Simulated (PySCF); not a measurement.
Computed shifts of a molecule C₄H₈OS, PBE0/pcSseg-1 (PySCF), GIAO, gas phase, atoms alike by connectivity averaged where their shifts nearly agree, in ppm (number of nuclei): ¹³C: 210.7 (1), 52.4 (1), 26.5 (1), 24.0 (1). ¹H: 3.03 (1), 2.35 (3), 1.92 (1), 1.75 (3). References: ¹³C against TMS (σ = 186.3 ppm); ¹⁷O against H2O (σ = 334.2 ppm); ³³S against H2S (σ = 716.7 ppm); ¹H against TMS (σ = 31.56 ppm), references at their B3LYP-D3(BJ)/def2-TZVP geometries, non-relativistic. Geometry: B3LYP-D3(BJ)/def2-SVP. One conformer was computed; it need not be the lowest.

Problem. Pick the molecule that these values belong to.
A) CCSC(C)=O
B) CC1(C)OCS1
C) CC(=O)[C@H](C)S
D) CCCSC=O

Solution. C, CC(=O)[C@H](C)S
